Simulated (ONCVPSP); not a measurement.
# Before and after: ONCV potential for zirconium

```
Element                 : zirconium
Generator               : ONCVPSP 4.0.1
Type                    : optimised norm-conserving Vanderbilt (ONCV)
Functional              : PBE
Relativity              : scalar-relativistic
Frozen core             : [Ar] 3d10
Valence charge          : 12
Reference configuration : 4s2 4p6 4d1 (charge +3)
Partial waves           : 4s: rc 1.70 bohr, ncon 3, nbas 6, qcut 7.4 1/bohr, 2 projectors, debl 3.5 Ha; 4p: rc 2.10 bohr, ncon 5, nbas 9, qcut 5.6 1/bohr, 2 projectors, debl 3.7 Ha; 4d: rc 2.75 bohr, ncon 4, nbas 9, qcut 6.9 1/bohr, 3 projectors, debl 2.2 Ha
Local potential         : polynomial inside 1.55 bohr (lpopt 5, dvloc0 1 Ha)
Core correction         : none
```

In the p channel the program set the typed energies aside and used -2.175, 0.050 Ha.

Change: d: qcut 7.8.

Cutoffs: the cutoffs (Ha) at which the residual kinetic energy of the hardest occupied pseudo-wave falls to 1 and 0.1 mHa per electron; they do not see the model core or the augmentation charge, which bear on the density cutoff. Errors are all-electron minus pseudo energies relative to the spin-unpolarised reference configuration.

Predict the effect on cutoff, ghosts and configuration errors.

The potential gets neither clearly harder nor softer (19 Ha and 22 Ha → 19 Ha and 22 Ha); of the 4 tests that both files solve, the error grows in 0 and shrinks in 2 by more than 15 % and 0.3 meV (median size 13.7 → 11.3 meV); neither file shows a bound ghost.

```csv
quantity,base,changed
"cutoff, loose",19 Ha,19 Ha
"cutoff, tight",22 Ha,22 Ha
loose cutoff by channel,"s 19 Ha, p 9.7 Ha, d 13 Ha","s 19 Ha, p 9.7 Ha, d 13 Ha"
bound ghosts,none,none
GHOST(+) flags under 300 eV,none,none
"error for 4s2 4p6 4d2 5s2, meV [ΔE -42.70 eV]",+8.9,+7.6
"error for 4s2 4p6 4d2 5s1, meV [ΔE -35.57 eV]",+13,+10
"error for 4s2 4p6 4d2, meV [ΔE -22.63 eV]",+15,+12
"error for 4s2 4p5 4d2 5s2, meV [ΔE -4.71 eV]",-69,-65
s: phases at 1.72 bohr within 0.05 rad from the reference energy up to (Ha; the scan ends near 5),to the end of the scan,to the end of the scan
p: phases at 2.13 bohr within 0.05 rad from the reference energy up to (Ha; the scan ends near 5),to the end of the scan,to the end of the scan
d: phases at 2.79 bohr within 0.05 rad from the reference energy up to (Ha; the scan ends near 5),to the end of the scan,to the end of the scan
```
